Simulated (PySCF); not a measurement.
CH5NOSi.
SMILES with atom numbers: `[NH2:1][C:2](=[O:3])[SiH3:4]` (hydrogens: H5, H6 on N1; H7, H8, H9 on Si4)

Geometry (PBE0-D3(BJ)/def2-SVP, Å), atoms numbered from 1 in this order:
```
atom  x, y, z in Å
N1    -1.4428   -0.3731   -0.4457
C2    -0.5666    0.0543    0.4970
O3    -0.8970    0.3428    1.6312
Si4    1.3002    0.2111    0.0306
H5    -1.1517   -0.6026   -1.3847
H6    -2.4229   -0.4570   -0.1969
H7     1.5633   -0.1288   -1.4057
H8     2.0631   -0.7221    0.9067
H9     1.7143    1.6179    0.2915
```

Computed at PBE0/pcSseg-1 (PySCF, non-relativistic), with Q(14N) = 0.02044 b, Q(17O) = −0.0256 b: N1, 14N (I = 1): χzz = -4.462 MHz, η = 0.010; O3, 17O (I = 5/2): χzz = 9.463 MHz, η = 0.054.

Question: Where would the pure quadrupole (NQR) lines of 14N at N1 fall for the rigid, isolated species?

Answer: From ν± = (3/4)|χ|(1 ± η/3) and ν0 = |χ|η/2: ν+ 3.357 MHz, ν− 3.335 MHz, ν0 0.022 MHz (nitrogen bound to a carbonyl carbon).

Question: Find the zero-field quadrupole resonance frequencies of 17O at O3.

Answer: From the eigenvalues of H = χ/[4I(2I − 1)] × [3Iz² − I(I + 1) + η(Ix² − Iy²)], steps between neighbouring levels, labelled as for η = 0: ±1/2↔±3/2 1.424 MHz, ±3/2↔±5/2 2.837 MHz (carbonyl oxygen).

In a crystal, neighbours and librations shift these lines. The basis is small and wasn't made for field gradients, so the couplings can be 20 % off.
